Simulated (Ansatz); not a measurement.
`C[SiH](F)BS` + H₂ → `C[SiH2]F` + `BS`  (hydrogenolysis of the Si–B bond)

Calculated with Ansatz (gas phase, PBE0-D4/def2-TZVP geometries, no zero-point term in ΔE). CCSD(T)/CBS is the MP2 limit (def2-TZVPP, def2-QZVPP) plus CCSD(T) − MP2 in def2-TZVPP, frozen cores. This one scheme is used for every species. DFT in def2-TZVPP. HSE06 is defined as in plane-wave codes. One conformer a species, not always the lowest.

CCSD(T)/CBS gives -8.7 kcal/mol.

Q: Another level gave -9.6 kcal/mol. Which?
A. B2PLYP/def2-TZVPP
B. revPBE/def2-TZVPP
C. PBE-QIDH/def2-TZVPP
D. HSE06-D4/def2-TZVPP

A: C. PBE-QIDH -9.6, revPBE -8.5, HSE06-D4 -7.4, B2PLYP -11.0 kcal/mol.

Largest T1 diagnostic among the species: 0.015.

In def2-TZVPP, CCSD(T) changes the Hartree–Fock value by +7.8 kcal/mol (the triples alone add +1.4 kcal/mol) and MP2 by +7.9 kcal/mol. Leaving LDA and LC-ωPBE aside and taking each functional with its dispersion term where it has one, the values, not all of them listed here, spread over 6.2 kcal/mol, from B2PLYP to revPBE-D4. LDA lies +1.5 kcal/mol from PBE without D4. At CCSD(T), def2-SVP lies −2.0 kcal/mol from the extrapolated value and def2-TZVPP −0.7 kcal/mol.
